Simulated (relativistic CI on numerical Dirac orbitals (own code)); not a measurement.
**Magnetism of Tm²⁺, 4f13, in a crystal field**

Calculated by Dirac-Coulomb-Breit CI, KLI orbitals optimised for each configuration, model QED, valence Slater integrals scaled by 0.8, one configuration in a parametric crystal field (own radial code).

Field parameters in Wybourne normalisation; cubic f-shell fields have B⁴₄ = √(5/14) B⁴₀ and B⁶₄ = −√(7/2) B⁶₀. The field is a parameter set, without covalency.

S is read from ⟨S²⟩ = S(S + 1).

Powder χT (cm³ K mol⁻¹) by Van Vleck's formula, with temperature-independent terms:

| Field | 2 K | 5 K | 10 K | 20 K | 50 K | 100 K | 200 K | 300 K |
| --- | --- | --- | --- | --- | --- | --- | --- | --- |
| C2v, B20 = -470, B22 = -130, B40 = 360, B42 = -290, B44 = 130, B60 = -260, B62 = 20, B64 = 0, B66 = -270 cm⁻¹ | 1.89 | 1.9 | 1.92 | 1.96 | 2.07 | 2.25 | 2.45 | 2.51 |
| D3d, B20 = 1000, B40 = 900, B43 = -180, B60 = -10, B63 = -440, B66 = -10 cm⁻¹ | 1.32 | 1.34 | 1.38 | 1.45 | 1.66 | 1.97 | 2.28 | 2.42 |
| Oh, B40 = -570, B60 = -530 cm⁻¹ | 0.976 | 1.1 | 1.3 | 1.59 | 1.93 | 2.16 | 2.37 | 2.46 |
| Oh, B40 = 960, B60 = 230 cm⁻¹ | 0.689 | 0.722 | 0.778 | 0.888 | 1.22 | 1.72 | 2.24 | 2.42 |
| Oh, B40 = 1760, B60 = 120 cm⁻¹ | 0.684 | 0.709 | 0.752 | 0.836 | 1.09 | 1.49 | 2.03 | 2.28 |
| Oh, B40 = -750, B60 = -80 cm⁻¹ | 1.13 | 1.17 | 1.23 | 1.35 | 1.71 | 2.12 | 2.42 | 2.5 |

(1) For Oh, B40 = -750, B60 = -80 cm⁻¹: what effective moment follows at 300 K?

## Answers

(1) μ_eff = √(8χT) = 4.47 μB. The LS value g√(J(J + 1)) of the free ion's 2F°_7/2 level is 4.54 μB.
